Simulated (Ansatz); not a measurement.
Reaction (redistribution): `NB(O)CF` + `B[Si](O)(O)F` → `BB(N)O` + `O[Si](O)(F)CF`

Isolated molecules relaxed with PBE0-D4/def2-TZVP in Ansatz; ΔE leaves out vibrations. CBS: MP2 limit from def2 TZ/QZ plus the TZ coupled-cluster correction, frozen cores. DFT in def2-TZVPP. One conformer a species, not always the lowest.

```tsv
level	ΔE (eV)
r2SCAN-D4	0.16
B2PLYP	0.18
PBE	0.17
PBE0	0.19
HF/def2-TZVPP	0.21
HF/def2-QZVPP	0.21
MP2/CBS(def2)	0.17
CCSD/CBS(def2)	0.18
```

Q: What does CCSD(T)/CBS give? (Best estimate.)

A: Ansatz gave: +0.17 eV. The listed levels differ from it by -0.01, 0.01, 0.00, 0.02, 0.04, 0.04, 0.00, 0.01 eV.

Largest T1 diagnostic among the species: 0.013.

In def2-TZVPP, CCSD(T) changes the Hartree–Fock value by −0.04 eV (the triples alone add −0.01 eV) and MP2 by −0.04 eV.
